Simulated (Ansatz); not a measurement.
Stepwise reaction of `C[O][Ge]([SH])([Cl])[Cl]` with hydrogen, as a gas-phase model of exchange steps in deposition or etching. ΔE in kJ/mol.

Calculated with Ansatz (gas phase, PBE0-D4/def2-TZVP geometries, no zero-point term in ΔE). CCSD(T)/CBS is the MP2 limit (def2-TZVPP, def2-QZVPP) plus CCSD(T) − MP2 in def2-TZVPP, frozen cores. This one scheme is used for every species. Functionals use def2-TZVPP. B3LYP here is the variant with VWN-RPA as its local correlation; programs differ in this. For Ge outer-core shells are correlated without core-valence functions, which leaves a few kJ/mol of doubt a bond. Scalar relativity is left out up to krypton. One conformer a species, not always the lowest.

```
step                                                       reaction  PBE-D4  B3LYP-D4  ωB97M-V  CCSD(T)/CBS
   1  `C[O][Ge]([SH])([Cl])[Cl]` + H₂ → `C[O][GeH]([SH])[Cl]` + HCl    53.6      53.9     52.3         51.4
```

Q: Give the row of step 2, `C[O][GeH]([SH])[Cl]` + H₂ → `C[O][GeH2][SH]` + HCl. (Best estimate.)

A: The calculation gave: 
| step | reaction | PBE-D4 | B3LYP-D4 | ωB97M-V | CCSD(T)/CBS |
| --- | --- | --- | --- | --- | --- |
| 2 | `C[O][GeH]([SH])[Cl]` + H₂ → `C[O][GeH2][SH]` + HCl | 65.0 | 64.9 | 63.8 | 62.3 |

Q: By hand: ΔE of the 2 steps together at CCSD(T)/CBS.

A: (51.4) + (62.3) = 113.7 kJ/mol, or 56.8 kJ/mol a step.

In ΔE each step is higher than the one before. All are uphill at CCSD(T)/CBS. PBE-D4 differs from CCSD(T)/CBS by 2.2 to 2.7 kJ/mol a step. Isolated molecules leave out the surface, adducts and barriers. Largest T1 diagnostic: 0.012.
